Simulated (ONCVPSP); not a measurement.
# How hard is this Si (Z = 14) ONCV potential?

- Element: silicon (Si)
- Generator: ONCVPSP 4.0.1
- Type: optimised norm-conserving Vanderbilt (ONCV)
- Functional: LDA (Perdew-Wang 92)
- Relativity: scalar-relativistic
- Frozen core: [Ne]
- Valence charge: 4
- Reference configuration: 3s2 3p2
- Partial waves: 3s: rc 1.80 bohr, ncon 5, nbas 9, qcut 3.1 1/bohr, local; 3p: rc 2.20 bohr, ncon 3, nbas 6, qcut 3.7 1/bohr, 2 projectors, debl 3.4 Ha; d scattering state at 0.24 Ha: rc 2.05 bohr, ncon 4, nbas 8, qcut 4.8 1/bohr, 3 projectors, debl 1.1 Ha
- Local potential: the s channel
- Core correction: Teter function, fcfact 1.5, rcfact 1.7

Task: For each optimised wave give the share of its norm inside rc, the residual kinetic energy above qcut (Ha) and the cutoffs (Ha) for errors of 10, 1, 0.1 and 0.01 mHa per electron.

Result:

```
         wave  norm inside rc  residual KE  10 mHa  1 mHa  0.1 mHa  0.01 mHa
           3s           0.380      9.5e-03     4.7   25.7     61.0      70.7
           3p           0.360      1.8e-05     2.1    3.2      4.2      11.7
p projector 2           0.147      3.6e-03     5.7    9.2     29.2      44.0
d projector 1           0.223      2.9e-04     6.2    9.7     19.7      52.7
d projector 2           0.344      5.7e-03    10.6   14.7     38.4      63.8
d projector 3           0.183      1.9e-02    12.7   17.4     61.0      91.0
```

The occupied waves need 26 Ha and 61 Ha for 1 and 0.1 mHa.
